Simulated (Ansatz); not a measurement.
Reaction (formal exchange of groups at the Si–C bond): `O[SiH2]C[SiH2]S` + `[SnH4]` → `S[SiH2][SnH3]` + `C[SiH2]O`

Calculated with Ansatz (gas phase, PBE0-D4/def2-TZVP geometries, no zero-point term in ΔE). CCSD(T)/CBS adds triple-zeta CCSD(T) − MP2 to the extrapolated MP2 energy (def2 sets, frozen cores). This one scheme is used for every species. Elements past krypton have def2 core potentials. For Sn outer-core shells are correlated without core-valence functions, which leaves a few kJ/mol of doubt a bond. Each species was taken in one conformer, which may not be the lowest.

| species | CCSD(T)/CBS(def2) energy (Eh) |
| --- | --- |
| `O[SiH2]C[SiH2]S` | -1094.06381 |
| `[SnH4]` | -216.39156 |
| `S[SiH2][SnH3]` | -904.49431 |
| `C[SiH2]O` | -405.96945 |

Task: Work out ΔE.

Result: ΔE = (-904.49431) + (-405.96945) − (-1094.06381) − (-216.39156) = -0.00839 Eh = -0.23 eV.

Largest T1 diagnostic among the species: 0.013.

From PBE to PBE0 (25 % exact exchange), in def2-TZVPP and without D4, ΔE moves by +0.03 eV. The D4 term adds +0.03 eV with B3LYP and +0.02 eV with PBE0; it sums over pairs of atoms, weighted by their polarisabilities, and B3LYP, whose exchange is more repulsive, gets the larger term.

B3LYP here is the variant with VWN-RPA as its local correlation; programs differ in this.
